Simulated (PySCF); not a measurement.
## LDA on Be⁺ (beryllium, charge +1)

Configuration: [He] 2s1, 2S determinant. Calculation: PySCF 2.14, in jorge-DZP-DKH (4s2p1d, 15 functions); the spin-free X2C one-electron Hamiltonian (Gaussian nucleus).

```
Total energy                        : -14.1159 hartree
One-electron energy                 : -17.5888 hartree
Hartree (Coulomb) energy            : 5.7943 hartree
Exchange-correlation energy         : -2.3213 hartree
⟨S²⟩                                : 0.7500
⟨L²⟩                                : 0.000
Sum of ⟨r⟩                          : 3.114 bohr
Sum of ⟨r²⟩                         : 6.537 bohr²
Langevin diamagnetic susceptibility : -5.18 ×10⁻⁶ cm³/mol
Time after the integrals            : 0.02 s of wall time on 1 thread of Neoverse-V2 (shared host)
```

```csv
shell,electrons,mean orbital energy (eV),"rms radius, mean of both spins (bohr)"
1s α,1,-116.34,0.492
1s β,1,-115.85,0.492
2s α,1,-14.293,2.46
```
